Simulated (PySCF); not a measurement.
## Electron correlation in S (sulfur, neutral)

[Ne] 3s2 3p4, high-spin 3P determinant. All numbers are calculated (PySCF 2.14, scalar relativity by spin-free X2C-1e, in aug-cc-pVDZ-DK). Frozen: [Ne]; 6 electrons correlated.

```json
{"level": "CCSD", "correlation energy (mhartree)": "-109.77"}
{"level": "(T)", "correlation energy (mhartree)": "-1.99"}
{"level": "CCSD(T)", "correlation energy (mhartree)": "-111.76"}
{"level": "CCSDT", "correlation energy (mhartree)": "-112.20"}
```

Diagnostics: T1 = 0.0088, D1 = 0.0277, largest double amplitude 0.044.

Cost of the coupled-cluster step: roughly 0.2 core-seconds, for 6 correlated electrons.
